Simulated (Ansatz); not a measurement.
Relaxation of C2H5NSi (9 atoms, charge 0, multiplicity 1), to a largest force component of 0.02 eV/Å in at most 50 steps.

Theory: RKS revPBE/def2-SVP (Ansatz 0.2.0).

```xyz
9
Properties=species:S:1:pos:R:3
C -1.285 0.741 -0.588
Si 0.193 -0.439 -0.661
C 1.203 -0.589 0.792
N 1.532 -1.357 1.702
H -1.757 0.725 0.390
H -2.036 0.469 -1.325
H -0.978 1.764 -0.794
H 0.930 -0.292 -1.911
H 1.883 0.100 1.292
```

Problem. Where does it end, and by what steps?

Solution. It converged. After 14 steps the energy has fallen by 1.505 eV; H9 moved furthest, 1.08 Å.

| step | energy less start (eV) | largest force component (eV/Å) | accepted |
| --- | --- | --- | --- |
| 0 | 0.0000 | 2.255 | yes |
| 1 | -0.5553 | 2.819 | yes |
| 2 | -0.7963 | 3.206 | yes |
| 3 | -1.0899 | 2.055 | yes |
| 4 | -1.3655 | 0.610 | yes |
| 5 | -1.4702 | 0.608 | yes |
| 6 | -1.4908 | 0.499 | yes |
| 7 | -1.4978 | 0.170 | yes |
| 8 | -1.5006 | 0.140 | yes |
| 9 | -1.5035 | 0.068 | yes |
| 10 | -1.5043 | 0.087 | yes |
| 11 | -1.5049 | 0.032 | yes |
| 12 | -1.5052 | 0.024 | yes |
| 13 | -1.5051 | 0.056 | no |
| 14 | -1.5052 | 0.003 | yes |

```xyz
9
Properties=species:S:1:pos:R:3
C -1.207 0.709 -0.486
Si 0.048 -0.733 -0.714
C 1.176 -0.740 0.910
N 1.564 -1.099 1.990
H -1.897 0.502 0.357
H -1.817 0.745 -1.416
H -0.755 1.711 -0.349
H 1.088 -0.179 -1.688
H 1.484 0.207 0.293
```

Whether the end is a true minimum wasn't checked by a vibrational analysis.

Time of the run: 16 s on 2 threads of AMD EPYC 7R43 64-Core Processor (Zen 3) (shared host), peak memory 0.14 GiB.
